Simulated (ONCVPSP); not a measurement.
## u(r) = r·R(r): atom against pseudo-atom (K (Z = 19))

Columns: radius, all-electron u(r) and pseudo u(r) of the 3p shell (level -20.30 eV) of potassium in the configuration [Ne] 3s2 3p6 3d1; PBE, scalar-relativistic, ONCV scheme, ONCVPSP 4.0.1.

```
r (bohr)  all-electron  pseudo
   0.215       -0.4331  0.0852
   0.430       -0.0535  0.3027
   0.645        0.4507  0.5612
   0.860        0.7633  0.7671
   1.075        0.8823  0.8688
   1.290        0.8733  0.8673
   1.505        0.7973  0.7965
   1.720        0.6943  0.6942
   1.935        0.5869  0.5868
   2.150        0.4863  0.4863
   2.365        0.3977  0.3976
   2.580        0.3221  0.3221
   2.795        0.2591  0.2591
   3.010        0.2073  0.2073
   3.225        0.1651  0.1651
   3.440        0.1311  0.1310
   3.655        0.1037  0.1037
   3.870        0.0818  0.0818
   4.085        0.0643  0.0643
   4.300        0.0504  0.0504
   4.515        0.0395  0.0395
   4.730        0.0309  0.0309
   4.945        0.0242  0.0242
   5.160        0.0189  0.0189
   5.375        0.0148  0.0148
   5.590        0.0116  0.0116
```

**Question.** How many radial nodes do the two functions have?

**Answer.** The all-electron 3p function has n − l − 1 = 1; the pseudo-wave has 0, since the states of the same l below it are removed with the core.

**Question.** At about which radius was the pseudo-wave matched?

**Answer.** 1.70 bohr, where the columns begin to agree (steps of 0.21 bohr).

**Question.** Is the pseudo-wave norm-conserving?

**Answer.** Yes: the ONCV scheme keeps the norm inside the radius equal to the all-electron one, which fixes the energy derivative of the logarithmic derivative at the level.
